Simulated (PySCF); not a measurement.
**Peak assignment**

Bonds: B1-C2, B1-C6, B1-C10, C10-C11, C10-C12. C2 carries H3, H4, H5; C6 carries H7, H8, H9; C10 carries H13; C11 carries H14, H15, H16; C12 carries H17, H18, H19.

Computational details: J couplings at B3LYP/pcJ-1 (spin–dipole term only in couplings to heteroatoms), geometry: PBE0-D3(BJ)/def2-SVP, σ from GIAO-B3LYP/pcSseg-1, in PySCF 2.14 (one averaged value for each set of equivalent atoms, no solvent model, no relativistic terms, single conformer).

Referencing at the same level of theory: $^{13}$C, $^{1}$H vs TMS.

Problem. Assign these signals to the numbered atoms. $^{13}$C{$^{1}$H} NMR (computed): δ 29.7, 19.0, 13.2.

Solution. 
```tsv
δ (ppm)	atoms	environment	reason
29.7	C10	carbon bonded to 2 C, B, H	–
19.0	C11/C12	carbon bonded to C, 3 H	–
13.2	C2/C6	carbon bonded to B, 3 H	–
```

Problem. Assign these signals to the numbered atoms. $^{1}$H NMR (400 MHz, computed): δ 1.30 (sept, J = 7.9 Hz, 1H), 0.88 (d, J = 7.9 Hz, 6H), 0.83 (s, 6H).

Solution. 
| δ (ppm) | atoms | environment | reason |
| --- | --- | --- | --- |
| 1.30 | H13 | hydrogen on a carbon bonded to 2 C, B | – |
| 0.88 | H14/H15/H16/H17/H18/H19 | hydrogen on a carbon bonded to C | – |
| 0.83 | H3/H4/H5/H7/H8/H9 | hydrogen on a carbon bonded to B | – |

H14/H15/H16/H17/H18/H19 and H3/H4/H5/H7/H8/H9 lie closer than the usual error of such a calculation, so a measured spectrum could show them in the other order.

A carbon bonded to boron is broadened by the quadrupolar boron nucleus and is often missing from a measured spectrum. Multiplet labels drop couplings under 1 Hz and merge nearly equal ones. Unscaled 3J(H,H) at this level run about 10 % above measured values. Shifts are as computed. Against solution values, carbons near 30 ppm lie about +2 ppm off and those near 130 ppm about +6 ppm. Of 1309 compounds with measured shifts, 239 miss one by over three times the rms of a fit or turn the order of signals round; such compounds aren't used in these exercises.
